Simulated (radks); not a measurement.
The lithium anion Li-, [He] 2s2, held by a Watson sphere: a shell of charge +1.09 at radius R that stands for the Madelung well of a crystal (potential energy -1.09/R inside, -1.09/r outside, in hartree with lengths in bohr). Calculated with a radial shooting solver on a logarithmic mesh with Libxc functionals: scalar-relativistic Kohn-Sham, LDA (Slater exchange, Perdew-Wang correlation), spin-unpolarised, spherical densities, point nucleus. Response by self-consistent Sternheimer equations with the Hartree and adiabatic LDA kernel, the relativistic mass of each level held fixed and spin-orbit coupling left out. The sphere does not respond.

R (bohr)  e(1s) (eV)  e(2s) (eV)  <r> 2s (bohr)  sum of <r^2> (bohr^2)  X-ray form factor at sin(theta)/lambda = 0.3 1/angstrom  alpha (bohr^3)
1.71         -55.321      -5.399          3.061                  23.14                                                    1.463           73.29
1.87         -54.253      -5.328          3.109                  23.78                                                    1.462           76.13
2.19         -52.752      -5.164          3.215                  25.26                                                    1.463           83.33
2.62         -51.568      -4.914          3.374                  27.59                                                    1.470           96.04
2.91         -51.080      -4.735          3.486                  29.33                                                    1.475           106.4
3.03         -50.925      -4.661          3.533                  30.07                                                    1.477           111.1
3.38         -50.580      -4.445          3.667                  32.31                                                    1.483           126.0
3.54         -50.462      -4.349          3.728                  33.36                                                    1.485           133.4
3.62         -50.410      -4.301          3.758                  33.88                                                    1.486           137.3
